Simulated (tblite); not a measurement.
Compound: C₈H₈NP.
SMILES with atom numbers: `[CH3:1][c:2]1[cH:3][p:4][cH:5][c:6]([CH3:7])[c:8]1[C:9]#[N:10]` (hydrogens: H11, H12, H13 on C1; H14 on C3; H15 on C5; H16, H17, H18 on C7)

All values are computed: GFN2-xTB (tblite) harmonic vibrations without scaling, gas phase. This tight-binding method is rough: wavenumbers can miss measured ones by several per cent, in bad cases by 10 to 20.

Harmonic wavenumbers (cm⁻¹): 67.1, 69.0, 76.3, 143.2, 167.4, 194.2, 272.3, 282.0, 369.8, 373.3, 426.1, 482.7, 496.9, 567.3, 581.8, 651.2, 673.8, 804.6, 832.1, 871.9, 921.5, 1005.8, 1020.2, 1025.3, 1035.2, 1052.8, 1171.2, 1210.8, 1232.6, 1375.1, 1393.6, 1406.9, 1407.7, 1472.2, 1472.3, 1473.0, 1475.2, 1483.3, 1544.5, 2361.7, 3005.5, 3005.9, 3020.0, 3020.9, 3036.6, 3038.1, 3045.7, 3046.5.

A = 1740, B = 1067, C = 667.0 MHz; mass 149.039 u (most abundant isotopes); point group C2v, symmetry number 2.

Question: Zero-point energy?

Answer: Half the sum of the wavenumbers: 29582 cm⁻¹ = 353.87 kJ/mol.

Question: Entropy at 273.15 K, 1 bar (ideal gas, RRHO, classical rotation)?

Answer: Translation 169.45, rotation 118.42, vibration 115.96: S = 403.8 J/(mol K).

Question: And Cp and H(273.15 K) − H(0)?

Answer: Cp = 154.81 J/(mol K), of which vibrations give 121.55 (their classical limit is 48 R = 399.1); H(273.15 K) − H(0) = 26.08 kJ/mol without the zero-point energy, 16.99 from vibrations.

Question: Which modes carry the vibrational entropy at 273.15 K?

Answer: 67.1 cm⁻¹: 17.01; 69.0 cm⁻¹: 16.78; 76.3 cm⁻¹: 15.95; 143.2 cm⁻¹: 10.85; 167.4 cm⁻¹: 9.62; 194.2 cm⁻¹: 8.48 J/(mol K); the other 42 give 37.27 together.

Question: How do the functions run with temperature in this model?

Answer: 
```
 T (K)  S (J/(mol K))  Cp (J/(mol K))  H − H(0) (kJ/mol)  G − H(0) (kJ/mol)  ln q(vib)
    50          243.9            56.5               2.10             -10.09       0.45
   100          290.8            81.0               5.56             -23.53       1.69
298.15          417.8           165.0              30.08             -94.50       7.15
373.15          458.0           194.1              43.56            -127.36       9.18
   500          521.0           236.5              70.97            -189.51      12.55
   750          628.9           295.2             138.01            -333.66      18.84
  1000          719.4           333.0             216.87            -502.50      24.62
```

q(vib) and H(0) count from the zero-point level.

Question: What must be added to the electronic energy to get the Gibbs energy at 273.15 K and 1 bar?

Answer: ZPE + [H(273.15 K) − H(0)] − T·S = 353.87 + 26.08 − 110.30 = 269.65 kJ/mol.

Question: Blend soft modes into free rotors: weight 1/[1 + (100 cm⁻¹/ν̃)⁴] for the oscillator and the rest for a rotor with moment μB/(μ + B), μ = h/(8π²ν), B = 10⁻⁴⁴ kg m². What vibrational entropy results?

Answer: 107.38 J/(mol K) in place of 115.96, which changes −T·S at 273.15 K by +2.34 kJ/mol.

Hindered rotation and anharmonicity are outside this model.
